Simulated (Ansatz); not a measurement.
Reaction (cleavage of the Si–Ge bond): `[SiH3][SiH2][SiH2][GeH2][SiH2][SiH3]` + `OCF` → `FCO[SiH2][SiH3]` + `[SiH3][SiH2][SiH2][GeH3]`

Gas-phase electronic energies from Ansatz, PBE0-D4/def2-TZVP geometries. CCSD(T)/CBS adds triple-zeta CCSD(T) − MP2 to the extrapolated MP2 energy (def2 sets, frozen cores). DFT in def2-TZVPP. B3LYP here is the variant with VWN-RPA as its local correlation; programs differ in this. For Ge outer-core shells are correlated without core-valence functions, which leaves a few kJ/mol of doubt a bond. Scalar relativity is left out up to krypton. Each species was taken in one conformer, which may not be the lowest.

`[SiH3][SiH2][SiH2][GeH2][SiH2][SiH3]`:

Cartesian coordinates in Å:
```
Si 1.383 2.004 1.135
Si 0.304 0.217 2.191
Si -1.917 0.136 1.473
Ge -1.968 0.005 -0.905
Si -0.514 -1.708 -1.705
Si 1.708 -0.998 -1.870
H 0.852 3.286 1.672
H 2.854 1.963 1.353
H 1.115 1.964 -0.328
H 0.388 0.377 3.670
H 0.965 -1.066 1.823
H -2.608 -1.058 2.035
H -2.643 1.355 1.927
H -3.407 -0.279 -1.380
H -1.540 1.357 -1.507
H -0.600 -2.884 -0.794
H -0.968 -2.144 -3.056
H 2.540 -2.061 -2.499
H 1.785 0.228 -2.708
H 2.271 -0.693 -0.528
```

`OCF`:

Cartesian coordinates in Å:
```
O 0.852 -0.666 0.018
C -0.097 0.318 0.096
F -1.257 -0.155 0.678
H 0.586 -1.313 -0.643
H -0.385 0.712 -0.886
H 0.301 1.104 0.738
```

`FCO[SiH2][SiH3]`:

Cartesian coordinates in Å:
```
F -1.076 -0.368 2.112
C -0.144 0.601 1.807
O -0.518 1.295 0.689
Si -0.745 0.603 -0.810
Si 0.867 -1.043 -1.270
H -0.097 1.293 2.651
H 0.814 0.081 1.668
H -2.106 0.014 -0.916
H -0.637 1.730 -1.768
H 0.744 -2.199 -0.343
H 2.243 -0.487 -1.158
H 0.656 -1.520 -2.664
```

`[SiH3][SiH2][SiH2][GeH3]`:

Z-matrix (Å, degrees):
```
Si
Si 1 2.338
H 1 1.488 2 109.9
H 1 1.488 2 111.3 3 120.6
H 1 1.488 2 109.5 3 -119.1
Si 2 2.337 1 109.6 3 58.5
H 2 1.490 1 110.1 3 -63.6
H 2 1.490 1 109.2 3 177.7
Ge 6 2.380 2 109.8 1 54.9
H 6 1.490 2 109.4 1 -64.6
H 6 1.490 2 110.8 1 176.1
H 9 1.538 6 110.1 2 -64.6
H 9 1.538 6 111.3 2 175.1
H 9 1.538 6 110.3 2 54.7
```

```
             level  ΔE (kJ/mol)  difference from CCSD(T)/CBS
            PBE-D4        -22.2                         16.1
         r2SCAN-D4        -39.2                         -0.9
           PBE0-D4        -25.4                         12.9
          B3LYP-D4        -40.5                         -2.2
           ωB97X-V        -44.1                         -5.8
           ωB97M-V        -43.3                         -5.0
            B2PLYP        -51.7                        -13.4
               PBE        -31.8                          6.5
            r2SCAN        -42.7                         -4.4
              PBE0        -35.0                          3.3
             B3LYP        -55.7                        -17.4
     HF/def2-TZVPP        -75.7                        -37.4
    MP2/def2-TZVPP        -40.3                         -2.0
SCS-MP2/def2-TZVPP        -49.5                        -11.2
   CCSD/def2-TZVPP        -45.3                         -7.0
CCSD(T)/def2-TZVPP        -40.3                         -2.0
     HF/def2-QZVPP        -78.4                        -40.1
    MP2/def2-QZVPP        -40.1                         -1.8
SCS-MP2/def2-QZVPP        -49.7                        -11.4
      HF/CBS(def2)        -78.8                        -40.5
     MP2/CBS(def2)        -38.3                          0.0
    CCSD/CBS(def2)        -43.3                         -5.0
       CCSD(T)/CBS        -38.3                            0
```

Largest T1 diagnostic among the species: 0.013.

In def2-TZVPP, CCSD(T) changes the Hartree–Fock value by +35.3 kJ/mol (the triples alone add +5.0 kJ/mol) and MP2 by +35.3 kJ/mol. The D4 term adds +15.2 kJ/mol with B3LYP and +9.6 kJ/mol with PBE0; it sums over pairs of atoms, weighted by their polarisabilities, and B3LYP, whose exchange is more repulsive, gets the larger term. From PBE to PBE0 (25 % exact exchange), in def2-TZVPP and without D4, ΔE moves by −3.2 kJ/mol.
